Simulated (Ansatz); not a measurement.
`F[Si]1(F)CS1` + CH₄ → `C[Si]1(F)CS1` + H–F  (formal exchange of groups at the Si–F bond)

Computed with Ansatz on PBE0-D4/def2-TZVP structures; ΔE is electronic, products minus reactants. CCSD(T)/CBS adds triple-zeta CCSD(T) − MP2 to the extrapolated MP2 energy (def2 sets, frozen cores). This one scheme is used for every species. DFT in def2-TZVPP.

`F[Si]1(F)CS1`:

Z-matrix (Å, degrees):
```
Si
F 1 1.576
C 1 1.804 2 121.6
F 1 1.576 2 105.5 3 -144.1
S 1 2.040 2 121.7 3 71.7
H 3 1.086 1 121.3 2 9.1
H 3 1.086 1 121.3 2 -147.5
```

CH₄:

Z-matrix (Å, degrees):
```
C
H 1 1.090
H 1 1.090 2 109.5
H 1 1.090 2 109.5 3 -120.0
H 1 1.090 2 109.5 3 120.0
```

`C[Si]1(F)CS1`:

Z-matrix (Å, degrees):
```
C
Si 1 1.843
H 1 1.091 2 109.9
H 1 1.092 2 110.6 3 120.6
H 1 1.092 2 110.3 3 -119.7
F 2 1.594 1 108.6 3 -176.2
C 2 1.823 1 124.9 3 -31.3
S 2 2.068 1 122.5 3 39.8
H 7 1.086 2 119.9 1 -147.1
H 7 1.086 2 122.0 1 6.3
```

H–F:

Cartesian coordinates in Å:
```
F -0.334 0.316 -0.021
H 0.334 -0.316 0.021
```

```
             level  ΔE (kJ/mol)
         r2SCAN-D4        130.8
            B2PLYP        133.5
               PBE        120.2
   CCSD/def2-TZVPP        128.6
CCSD(T)/def2-TZVPP        125.8
    MP2/def2-QZVPP        122.6
SCS-MP2/def2-QZVPP        129.2
     MP2/CBS(def2)        121.1
```

Task: What does CCSD(T)/CBS give? (Best estimate.)

Result: Computed: +123.7 kJ/mol. The listed levels differ from it by 7.1, 9.8, -3.5, 4.9, 2.1, -1.1, 5.5, -2.6 kJ/mol.

Largest T1 diagnostic among the species: 0.012.

In def2-TZVPP, CCSD(T) changes the Hartree–Fock value by −22.1 kJ/mol (the triples alone add −2.8 kJ/mol) and MP2 by −24.7 kJ/mol. The D4 term adds −6.0 kJ/mol with B3LYP and −3.5 kJ/mol with PBE0; it sums over pairs of atoms, weighted by their polarisabilities, and B3LYP, whose exchange is more repulsive, gets the larger term.

B3LYP here is the variant with VWN-RPA as its local correlation; programs differ in this.
